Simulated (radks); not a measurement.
Question: The mean radii <r> (bohr) of the occupied orbitals of an atom or ion are listed with their occupations. All-electron calculation, non-relativistic Kohn-Sham, exchange-only LDA, spin-polarised, spherical densities, point nucleus. Program: a radial shooting solver on a logarithmic mesh with Libxc functionals.

orbital  occ.      <r>
1s up       1  0.02978
1s down     1  0.02975
2s up       1   0.1234
2s down     1   0.1239
2p up       3   0.1043

Name the element and its charge. Open shells, if any, are filled with parallel spins first.

Answer: Z = 51, antimony, charge +44: Sb44+ in [He] 2s2 2p3. The 1s radius gives Z: for a bare nucleus <r> = 1.5/Z, 0.02941 bohr for Z = 51, and screening makes it slightly larger (0.02978 here). The occupations add up to 7, and the charge is Z minus that.
